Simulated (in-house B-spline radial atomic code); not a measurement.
# Bi5+: [Xe] 4f14 5d10

Level of theory: Dirac-Kohn-Sham RPBE, spherical fractional occupations, Fermi nucleus of rms radius 5.5211 fm; calculated with a radial B-spline atomic code at the basis-set limit.

Effective charges: Z_r = [3n² - l(l+1)]/(2<r>) from the radius, Z_e = n√(-2ε) from the energy, and Slater's rules. Values are occupation-weighted means over j. An effective charge above Z reflects the relativistic contraction of the inner shells.

| shell | electrons | ε (eV) | <r> (bohr) | Z_r | Z_e | Slater |
| --- | --- | --- | --- | --- | --- | --- |
| 1s | 2 | -90510 | 0.0158 | 94.96 | 81.56 | 82.70 |
| 2s | 2 | -16294 | 0.06579 | 91.20 | 69.21 | 78.85 |
| 2p | 6 | -14118 | 0.05991 | 83.45 | 64.42 | 78.85 |
| 3s | 2 | -3974.6 | 0.171 | 78.94 | 51.27 | 71.75 |
| 3p | 6 | -3342 | 0.1725 | 72.46 | 47.02 | 71.75 |
| 3d | 10 | -2631.3 | 0.1575 | 66.67 | 41.72 | 61.85 |
| 4s | 2 | -954.59 | 0.3769 | 63.67 | 33.50 | 55.25 |
| 4p | 6 | -744.43 | 0.4008 | 57.39 | 29.59 | 55.25 |
| 4d | 10 | -483.82 | 0.4226 | 49.69 | 23.85 | 43.85 |
| 5s | 2 | -211.74 | 0.8314 | 45.11 | 19.72 | 25.35 |
| 4f | 14 | -206.93 | 0.4413 | 40.79 | 15.60 | 32.45 |
| 5p | 6 | -151.92 | 0.9415 | 38.77 | 16.71 | 25.35 |
| 5d | 10 | -80.54 | 1.192 | 28.94 | 12.17 | 11.85 |

The least bound orbital is 5d5/2 at -79.27 eV, and it is also the most diffuse (<r> = 1.206 bohr).

Spin-orbit splittings of the orbital energies (j = l + 1/2 above j = l - 1/2 when positive): 2p 2319 eV, 3p 519.3 eV, 3d 110.1 eV, 4p 128 eV, 4d 23.9 eV, 4f 5.495 eV, 5p 24.72 eV, 5d 3.175 eV.

For the 1s electron the small component carries 10.1 % of the norm, the zero-frequency Breit interaction raises the level by 358.1 eV, self-energy by 233.8 eV, and vacuum polarisation lowers it by 50.66 eV.
